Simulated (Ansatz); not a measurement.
Bond stretch in HF (cation, charge +1), doublet.

- ROHF/cc-pVDZ (Ansatz, a program for electronic structure)
- ROMP2 = MP2 on ROHF/cc-pVDZ, frozen core (Ansatz)
- ROCCSD = CCSD on ROHF/cc-pVDZ, frozen core run with Ansatz
- ROCCSD(T) = Ansatz with CCSD(T) on ROHF/cc-pVDZ, frozen core
- UHF/cc-pVDZ (Ansatz)
- UMP2 = MP2 on UHF/cc-pVDZ, frozen core run with Ansatz
- UCCSD = CCSD on UHF/cc-pVDZ, frozen core in Ansatz
- UCCSD(T) = CCSD(T) on UHF/cc-pVDZ, frozen core (Ansatz)
- ROCCSDT = CCSDT on ROHF/cc-pVDZ, frozen core run with Ansatz
- UCCSDT = CCSDT on UHF/cc-pVDZ, frozen core in Ansatz
- UCCSDT(Q) = CCSDT(Q) on UHF/cc-pVDZ, frozen core (Ansatz)
- ROCCSDTQ = CCSDTQ on ROHF/cc-pVDZ, frozen core in Ansatz
- UKS-B3LYP = unrestricted B3LYP/cc-pVDZ in Ansatz
- UKS-PBE = unrestricted PBE/cc-pVDZ (Ansatz)
- FCI = full CI/cc-pVDZ, frozen core in Ansatz

All curves are set to zero at 1.01 Å and compared with full CI in the same basis at 1.01, 1.05, 1.09, 1.11, 1.17, 1.27, 1.36, 1.53, 1.65, 1.82, 2.02, 2.19, 2.49, 2.70, 3.00, 3.47, 4.03 Å.

Problem. Which method stays most parallel to full CI over these points, and which least?

Solution. ROCCSDTQ has the smallest spread and UKS-PBE the largest. In order (eV): ROCCSDTQ 0.0001, UCCSDT(Q) 0.0004, UCCSDT 0.0012, ROCCSDT 0.0013, ROCCSD(T) 0.0047, UCCSD(T) 0.0051, UCCSD 0.0414, ROCCSD 0.0420, UMP2 0.0946, ROMP2 0.1010, UHF 0.4516, ROHF 0.4819, UKS-B3LYP 0.5876, UKS-PBE 0.9687.

Errors against full CI at some of the points (eV):

```json
[
 {"method": "ROCCSDTQ", "1.27 Å": "0.000", "1.53 Å": "0.000", "2.02 Å": "0.000", "2.49 Å": "0.000", "4.03 Å": "0.000"},
 {"method": "UCCSDT(Q)", "1.27 Å": "0.000", "1.53 Å": "0.000", "2.02 Å": "0.000", "2.49 Å": "0.000", "4.03 Å": "0.000"},
 {"method": "UCCSDT", "1.27 Å": "0.001", "1.53 Å": "0.000", "2.02 Å": "0.000", "2.49 Å": "0.000", "4.03 Å": "0.000"},
 {"method": "ROCCSDT", "1.27 Å": "0.001", "1.53 Å": "0.000", "2.02 Å": "-0.001", "2.49 Å": "0.000", "4.03 Å": "0.000"},
 {"method": "ROCCSD(T)", "1.27 Å": "0.002", "1.53 Å": "0.002", "2.02 Å": "0.002", "2.49 Å": "0.000", "4.03 Å": "-0.002"},
 {"method": "UCCSD(T)", "1.27 Å": "0.002", "1.53 Å": "0.003", "2.02 Å": "0.002", "2.49 Å": "0.000", "4.03 Å": "-0.002"},
 {"method": "UCCSD", "1.27 Å": "0.011", "1.53 Å": "0.018", "2.02 Å": "0.006", "2.49 Å": "-0.014", "4.03 Å": "-0.023"},
 {"method": "ROCCSD", "1.27 Å": "0.012", "1.53 Å": "0.019", "2.02 Å": "0.005", "2.49 Å": "-0.015", "4.03 Å": "-0.023"},
 {"method": "UMP2", "1.27 Å": "0.011", "1.53 Å": "0.008", "2.02 Å": "-0.036", "2.49 Å": "-0.066", "4.03 Å": "-0.082"},
 {"method": "ROMP2", "1.27 Å": "0.014", "1.53 Å": "0.014", "2.02 Å": "-0.025", "2.49 Å": "-0.063", "4.03 Å": "-0.085"},
 {"method": "UHF", "1.27 Å": "0.112", "1.53 Å": "0.096", "2.02 Å": "-0.100", "2.49 Å": "-0.252", "4.03 Å": "-0.332"},
 {"method": "ROHF", "1.27 Å": "0.119", "1.53 Å": "0.108", "2.02 Å": "-0.103", "2.49 Å": "-0.268", "4.03 Å": "-0.353"},
 {"method": "UKS-B3LYP", "1.27 Å": "-0.127", "1.53 Å": "-0.241", "2.02 Å": "-0.414", "2.49 Å": "-0.485", "4.03 Å": "-0.588"},
 {"method": "UKS-PBE", "1.27 Å": "-0.190", "1.53 Å": "-0.341", "2.02 Å": "-0.555", "2.49 Å": "-0.701", "4.03 Å": "-0.969"}
]
```

The unrestricted determinant behind UKS-B3LYP is spin-contaminated at 2.19 to 4.03 Å (<S²> up to 1.0, against 0.75 for a pure doublet). The unrestricted determinant behind UKS-PBE is spin-contaminated at 2.19 to 4.03 Å (<S²> up to 1.1, against 0.75 for a pure doublet).
